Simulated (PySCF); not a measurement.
GaBr₃, SMILES [Br][Ga]([Br])[Br].

Geometry: PBE0-D3(BJ)/def2-SVP. The isomer is the one that the SMILES or the coordinates give; other isomers of the formula were not compared.

These are TDA-B3LYP/def2-SVPD (PySCF) values and carry that method's errors.

Vertical excitations; the highest root listed may be one member of a degenerate set. Gas-phase values at a fixed geometry. State labels are in the subgroup C2v.

Computed UV-visible absorptions:
```csv
state,symmetry,energy (eV),λ (nm),f,main pairs
S1,B1,4.77,260,0.000,HOMO→LUMO 100 %
S2,A2,5.07,245,0.000,HOMO−1→LUMO (degenerate set)
S3,B2,5.07,245,0.000,HOMO−2→LUMO (degenerate set)
S4,B1,5.23,237,0.039,HOMO−3→LUMO (degenerate set)
S5,A1,5.23,237,0.039,HOMO−4→LUMO (degenerate set)
S6,A2,5.34,232,0.000,HOMO→LUMO+1 100 %
S7,A2,5.71,217,0.000,HOMO−3→LUMO+1 (degenerate set)
S8,B2,5.71,217,0.000,HOMO−4→LUMO+1 (degenerate set)
S9,B2,5.83,213,0.034,HOMO−5→LUMO 99 %
S10,B1,5.98,207,0.059,"HOMO−1→LUMO+1 82 %, HOMO−7→LUMO 13 %"
T1,B1,4.44,279,0,HOMO→LUMO 99 %
T2,A2,4.77,260,0,HOMO−1→LUMO (degenerate set)
T3,B2,4.77,260,0,HOMO−2→LUMO (degenerate set)
T4,B1,4.79,259,0,HOMO−3→LUMO 98 %
```
Triplets are in the Tamm–Dancoff approximation.
